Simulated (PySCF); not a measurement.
Job file and geometry (Å, from GFN2-xTB) of an NMR shielding run on `CCN(N[SiH3])C(C)C`, C₅H₁₆N₂Si, GIAO PBE0/pcSseg-1 NMR shielding, non-relativistic, gas phase (PySCF); density fitting, a coarse starting grid and PySCF grid level 2 are the driver's defaults:

```
$ OMP_NUM_THREADS=1 python probes_run.py task.json out

{"job": {"kind": "nmr", "xc": "PBE0", "basis": "pcSseg-1"}, "charge": 0, "multiplicity": 1}
C     -2.158363    -1.363520     0.486457
C     -0.865602    -1.172558    -0.297174
N     -0.179603     0.022361     0.162458
N     -0.890623     1.167287    -0.235524
Si    -1.072657     2.479012     0.858282
C      1.249935     0.099549    -0.132427
C      2.022815    -0.848212     0.783256
C      1.620356    -0.137110    -1.602736
H     -2.802992    -0.499165     0.353629
H     -1.935720    -1.467291     1.544558
H     -2.679368    -2.253511     0.141740
H     -0.211305    -2.028747    -0.131266
H     -1.097760    -1.112158    -1.375103
H     -0.899887     1.319609    -1.242433
H     -1.570275     1.896847     2.099561
H      0.152207     3.246828     1.147944
H     -2.027417     3.356772     0.180782
H      1.529671     1.126117     0.133026
H      1.892022    -1.884314     0.481928
H      1.674084    -0.735629     1.805756
H      3.083857    -0.615231     0.743368
H      1.054637     0.525488    -2.256103
H      1.421910    -1.166637    -1.892321
H      2.678343     0.063977    -1.750103
```

Q: What does the program print?

A: 
```
coarse grid: 19104 points
cycle   1  E = -598.4787144383  dE =  6.220e-01  |g| = 4.930e-01  |ddm| = 4.173e+00
cycle   2  E = -598.4703497499  dE =  8.365e-03  |g| = 5.372e-01  |ddm| = 9.421e-01
cycle   3  E = -598.5399393350  dE = -6.959e-02  |g| = 6.442e-02  |ddm| = 5.099e-01
cycle   4  E = -598.5405790174  dE = -6.397e-04  |g| = 3.189e-02  |ddm| = 8.105e-02
cycle   5  E = -598.5407945534  dE = -2.155e-04  |g| = 6.011e-03  |ddm| = 3.333e-02
cycle   6  E = -598.5408019240  dE = -7.371e-06  |g| = 1.462e-03  |ddm| = 6.827e-03
final grid: 175904 points
cycle   7  E = -598.5867236709  dE = -6.979e-05  |g| = 1.060e-02  |ddm| = 4.310e-02
cycle   8  E = -598.5867123894  dE =  1.128e-05  |g| = 1.259e-02  |ddm| = 2.135e-02
cycle   9  E = -598.5867517208  dE = -3.933e-05  |g| = 1.019e-03  |ddm| = 1.234e-02
cycle  10  E = -598.5867519243  dE = -2.034e-07  |g| = 3.680e-04  |ddm| = 1.307e-03
cycle  11  E = -598.5867519529  dE = -2.860e-08  |g| = 6.314e-05  |ddm| = 3.701e-04
cycle  12  E = -598.5867519536  dE = -7.624e-10  |g| = 2.329e-05  |ddm| = 8.084e-05
converged SCF energy = -598.5867519536

GIAO shielding tensors (ppm)
atom      isotropic    diamagn.    paramagn.     s11        s22        s33       span
  0 C      170.404     246.262     -75.858    152.543    170.645    188.023     35.480
  1 C      138.736     248.494    -109.758    116.142    133.540    166.527     50.385
  2 N      159.819     323.327    -163.508    120.352    158.298    200.808     80.456
  3 N      188.984     322.535    -133.551    134.148    160.046    272.758    138.609
  4 Si     408.324     881.157    -472.833    355.716    391.925    477.331    121.615
  5 C      126.671     245.025    -118.354    103.078    116.145    160.789     57.711
  6 C      162.178     248.578     -86.399    139.036    158.387    189.111     50.075
  7 C      175.221     249.993     -74.772    163.065    174.801    187.797     24.732
  8 H       29.836      30.721      -0.886     24.860     30.565     34.082      9.222
  9 H       30.701      30.643       0.057     26.651     28.721     36.730     10.079
 10 H       30.817      28.514       2.303     26.183     27.786     38.480     12.297
 11 H       29.115      34.067      -4.952     23.312     30.602     33.432     10.121
 12 H       29.806      33.279      -3.474     24.355     30.832     34.229      9.874
 13 H       30.112      35.287      -5.175     22.952     29.069     38.316     15.365
 14 H       27.094      30.670      -3.576     23.035     26.412     31.836      8.800
 15 H       26.917      30.228      -3.311     22.703     25.526     32.522      9.819
 16 H       27.154      29.411      -2.257     23.549     25.055     32.857      9.308
 17 H       28.643      34.560      -5.917     24.648     29.051     32.229      7.581
 18 H       30.692      31.992      -1.301     27.233     29.611     35.231      7.999
 19 H       30.321      31.738      -1.417     26.061     28.578     36.323     10.262
 20 H       30.538      30.226       0.311     26.313     27.806     37.493     11.180
 21 H       30.403      32.314      -1.911     25.095     29.974     36.139     11.044
 22 H       31.095      32.012      -0.917     26.888     30.263     36.133      9.246
 23 H       31.102      30.319       0.783     26.669     28.416     38.221     11.552
```

Q: Turn these shieldings into chemical shifts. δ = σ(ref) − σ, references computed at the same level: ¹³C (σ = 186.93 ppm), ²⁹Si (σ = 349.16 ppm), ¹H (σ = 31.72 ppm) against TMS; NH3 for ¹⁵N (σ = 267.73 ppm).

A: Averaging equivalent atoms: C 5: 60.3; C 1: 48.2; C 6/7: 18.2; C 0: 16.5; N 2: 107.9; N 3: 78.7; Si 4: -59.2; H 14/15/16: 4.66; H 17: 3.07; H 11/12: 2.26; H 13: 1.60; H 8/9/10: 1.27; H 18/19/20/21/22/23: 1.03 ppm. Experimental scales use liquid or dissolved standards, which lie at an offset from isolated NH3 (liquid NH3: subtract about 20 ppm).

Size and cost of the density-fitted run: 223 basis functions, of the order of 2.9 core-minutes.
